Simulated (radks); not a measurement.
Task: These are the eigenvalues of the occupied orbitals of an atom or ion with whole-number occupations (hartree). Calculated with a radial shooting solver on a logarithmic mesh with Libxc functionals: scalar-relativistic Kohn-Sham, r2SCAN, spin-unpolarised, spherical densities, finite nucleus; meta-GGA in the generalised Kohn-Sham scheme; Fermi nuclear charge, rms radius of each element as measured or else 0.836 A^(1/3) + 0.57 fm.

1s: -2254.389
2s: -383.8649
2p: -338.3534
3s: -87.86507
3p: -74.07849
3d: -57.26961
4s: -18.47643
4p: -13.91900
4d: -7.88952
5s: -3.04008
5p: -1.93615
4f: -1.27006
5d: -0.67752
6s: -0.66088

Which element is it, and in what charge state? The configuration may be excited.

Result: Z = 70, ytterbium, charge +2: Yb2+ in [Xe] 4f12 5d1 6s1. The list shows which subshells hold electrons but not how many an open one holds; the 1s level, -2254.4 hartree, gives Z - s = 67.1 by -(Z - s)^2/2, which with screening and relativity narrows Z to a few neighbours, and the depths of the outer levels then fix element, charge and occupations together.
